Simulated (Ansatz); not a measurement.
This geometry of C₂H₄Se (7 atoms, charge 0, multiplicity 1) is a first-order saddle point.

All numbers below come from RKS PBE0-D4/def2-SVP (Ansatz).

```xyz
7
Properties=species:S:1:pos:R:3
C -0.422 0.528 0.022
C 0.563 -0.575 -0.172
Se 0.801 -1.941 0.904
H -1.446 0.124 0.084
H -0.382 1.268 -0.790
H -0.241 1.042 0.980
H 1.189 -0.515 -1.074
```

Question: Which two structures does it join? (They come from a converged band through this point; their orientation in space is the band's.)

Answer: No bond is made or broken. The dihedral H6–C1–C2–Se3 goes from 0 to 122°. The two ends are copies of one structure, up to a mirror image or an exchange of like atoms.

Initial state:

```xyz
7
Properties=species:S:1:pos:R:3
C -0.465 0.485 0.032
C 0.535 -0.595 -0.149
Se 1.595 -1.252 1.082
H -1.469 0.119 -0.247
H -0.248 1.320 -0.659
H -0.486 0.861 1.064
H 0.599 -1.007 -1.169
```

Final state:

```xyz
7
Properties=species:S:1:pos:R:3
C -0.414 0.525 0.073
C 0.574 -0.564 -0.119
Se 0.272 -2.284 0.036
H -1.408 0.141 0.339
H -0.489 1.131 -0.848
H -0.064 1.217 0.859
H 1.590 -0.233 -0.385
```

Question: How far does it lie above each of them?

Answer: 0.078 eV above the first and 0.078 eV above the second. This is the barrier of this one path; another mechanism may lie lower.

Time of the run: 82 s on 1 thread of Arm Neoverse V2, with other jobs on the host, peak memory 0.16 GiB.
